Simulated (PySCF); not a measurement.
**Optical rotation: `C=C[C@@H]1[C@@H](C)[Se][C@@H]1F`, C₆H₉FSe**

Molfile (atoms numbered from 1):
```
C6H9FSe
     RDKit          3D

 17 17  0  0  0  0  0  0  0  0999 V2000
    1.5871   -1.1056    1.5474 C   0  0  0  0  0  0  0  0  0  0  0  0
    0.7825   -1.1583    0.5020 C   0  0  0  0  0  0  0  0  0  0  0  0
    0.4027    0.0291   -0.3174 C   0  0  2  0  0  0  0  0  0  0  0  0
   -1.1055    0.3352   -0.3504 C   0  0  1  0  0  0  0  0  0  0  0  0
   -1.6116    1.3474    0.6448 C   0  0  0  0  0  0  0  0  0  0  0  0
   -1.0159    0.9151   -2.2784 Se  0  0  0  0  0  2  0  0  0  0  0  0
    0.6269   -0.1134   -1.8296 C   0  0  2  0  0  0  0  0  0  0  0  0
    0.5237   -1.3959   -2.2687 F   0  0  0  0  0  0  0  0  0  0  0  0
    2.0349   -0.1810    1.8748 H   0  0  0  0  0  0  0  0  0  0  0  0
    1.8308   -1.9829    2.1211 H   0  0  0  0  0  0  0  0  0  0  0  0
    0.3443   -2.0955    0.1857 H   0  0  0  0  0  0  0  0  0  0  0  0
    0.9457    0.9154    0.0242 H   0  0  0  0  0  0  0  0  0  0  0  0
   -1.6977   -0.5828   -0.3225 H   0  0  0  0  0  0  0  0  0  0  0  0
   -1.0546    2.2789    0.5645 H   0  0  0  0  0  0  0  0  0  0  0  0
   -2.6657    1.5572    0.4743 H   0  0  0  0  0  0  0  0  0  0  0  0
   -1.4913    0.9549    1.6541 H   0  0  0  0  0  0  0  0  0  0  0  0
    1.5565    0.2941   -2.2360 H   0  0  0  0  0  0  0  0  0  0  0  0
  1  2  2  0
  2  3  1  0
  3  4  1  0
  4  5  1  0
  4  6  1  0
  6  7  1  0
  7  8  1  0
  7  3  1  0
  1  9  1  0
  1 10  1  0
  2 11  1  0
  3 12  1  1
  4 13  1  6
  5 14  1  0
  5 15  1  0
  5 16  1  0
  7 17  1  6
M  END
```

The calculation used TDDFT B3LYP/def2-SVPD circular dichroism and optical rotation, one conformer, gas phase in PySCF. Geometry: GFN2-xTB.

The molecule is flexible and this is one conformer; a measurement averages over conformers. The calculation is non-relativistic, which matters for the atoms heavier than Zn. States above about 6.3 eV (minus the energy of the highest occupied orbital) lie near or above the ionisation threshold and depend on the basis.

Stereocentres: C3 R, C4 R, C7 S.

Question: Give the optical rotatory dispersion at 633, 589.3, 546, 436, 405, 365, 355 nm.

Answer: [α] in deg dm⁻¹ (g/mL)⁻¹:
```tsv
λ (nm)	origin-invariant length gauge	modified velocity gauge	length gauge (centre of mass)	isotropic polarisability (au)
633	+361.9	+360.4	+361.4	105.1
589.3	+436.4	+435.1	+435.8	105.7
546	+538.6	+538.0	+538.0	106.4
436	+1123.7	+1132.3	+1122.7	109.5
405	+1541.9	+1562.5	+1540.9	110.9
365	+2900.6	+2980.2	+2899.7	113.6
355	+3751.0	+3876.2	+3750.4	114.5
```

The shortest wavelength is close to the first absorption, where this undamped response comes out too large.

Question: And for the mirror image at 589.3 nm?

Answer: -436.4 deg dm⁻¹ (g/mL)⁻¹ (origin-invariant length gauge): the same size and the opposite sign.

Question: What is the molar rotation [Φ] = [α]·M/100 of the geometry above at 589.3 nm?

Answer: With M = 179.11 g/mol, +781.6 deg cm² dmol⁻¹ (origin-invariant length gauge).

The first excitation lies at 3.81 eV (325 nm) with R = +11.9 × 10⁻⁴⁰ esu² cm² (velocity form).
